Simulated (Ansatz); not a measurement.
Z-matrix (Å, degrees):
```
Si
F 1 1.586
Si 1 2.332 2 111.5
F 1 1.586 2 106.3 3 121.7
Br 1 2.201 2 107.8 3 -123.0
H 3 1.484 1 108.1 2 179.6
H 3 1.484 1 108.1 2 -61.1
H 3 1.485 1 109.6 2 59.3
```

The species carries charge 0 and has multiplicity 1.

Q: List the PBE0/def2-TZVPP orbital energies in eV (Ansatz 0.2.0). (An estimate is asked.)

A: Computed: Occupied: -13150.51, -1805.42, -1803.11, -1705.42, -1535.96, -1535.91, -1535.91, -674.46, -674.46, -239.25, -179.59, -179.42, -179.42, -147.45, -145.50, -102.15, -102.15, -102.07, -100.16, -100.14, -100.14, -73.10, -73.04, -73.04, -72.90, -72.90, -34.14, -33.63, -22.20, -16.67, -15.52, -14.49, -13.71, -13.54, -12.82, -12.44, -11.64, -10.50, -10.50, -9.48, -9.10, -8.73. Lowest empty: -0.52, -0.49, 0.13, 0.89, 1.56, 1.63, 1.81, 3.33.
